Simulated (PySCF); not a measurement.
Molecule: `InChI=1S/C2H7NS2Si/c3-6-4-1-2-5-6/h6H,1-3H2`.

Bonds (- single, = double, # triple, : aromatic): N1-Si2, Si2-S3, S3-C4, C4-C5, C5-S6, S6-Si2. N1 carries H7, H8; Si2 carries H9; C4 carries H10, H11; C5 carries H12, H13. H11, H13 are cis to N1 on the ring; H10, H12 are trans to N1 on the ring.

Frames of a GFN2-xTB Langevin trajectory at 300 K; GIAO PBE0/pcSseg-1 shieldings in PySCF 2.14, gas phase, non-relativistic; equivalent atoms averaged within each frame.

References, each an isolated molecule treated in the same way: NH3 for ¹⁵N (267.73 ppm); TMS for ²⁹Si (349.16 ppm), ¹³C (186.93 ppm), ¹H (31.72 ppm); ³³S (503.73 ppm) vs CS2. The references are static minima.

How do the shifts (ppm) fluctuate along the trajectory?

Results:


```tsv
time (fs)	N1	Si2	S3/S6	C4/C5	H9	H10/H12	H11/H13	H7/H8
250	21.5	13.9	-103	39.1	6.26	3.43	3.31	0.96
425	32.2	21.2	-35	41.4	5.95	3.75	3.12	0.81
625	41.5	13.3	-95	42.5	6.51	2.88	2.67	2.02
800	32.1	15.8	-63	38.3	6.15	2.02	3.56	2.05
1000	36.5	22.3	-75	40.4	6.87	2.66	3.33	0.68
mean of frames	32.7	17.3	-74	40.4	6.35	2.95	3.20	1.30
standard deviation	7.4	4.2	27	1.7	0.35	0.67	0.33	0.67
```

5 frames give an uncertainty of the mean of about the standard deviation over 2.2 at best, since frames this close in time may not be independent; classical motion lacks zero-point vibration, and the reference would need the same averaging.
